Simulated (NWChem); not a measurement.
# C3H5FO2; SMILES C[C@H](F)C(=O)O

```xyz
11

C      1.2242    -1.3140    -0.4906
C      0.1234    -0.6769     0.3267
F     -1.0613    -1.3321     0.1287
C     -0.0114     0.8040     0.0123
O      0.9283     1.5547     0.0153
O     -1.2616     1.1796    -0.2405
H      0.9641    -1.2928    -1.5592
H      2.1623    -0.7627    -0.3441
H      1.3642    -2.3594    -0.1833
H      0.3694    -0.7330     1.4039
H     -1.2297     2.1351    -0.4073
```
Atoms are numbered in this order, from 1.

Computed with NWChem. Structure relaxed at the PBE0/def2-SVP level. GIAO values for the isolated, static molecule; σ is the absolute isotropic shielding, δ = σ(reference) − σ with the isolated reference molecule computed at the same levels (13C: tetramethylsilane, 19F: trichlorofluoromethane, 1H: tetramethylsilane, 17O: water).

### Question
What does the run give for PBE0/pcSseg-1? Quantities: δ C1 (ppm); δ C2 (ppm); δ F3 (ppm); δ C4 (ppm); δ O5 (ppm); δ O6 (ppm); δ H11 (ppm).

### Answer
```
Property      Value
-----------  ------
δ C1 (ppm)     20.1
δ C2 (ppm)     87.1
δ F3 (ppm)   -214.8
δ C4 (ppm)    176.9
δ O5 (ppm)    416.6
δ O6 (ppm)    214.8
δ H11 (ppm)    6.00
```
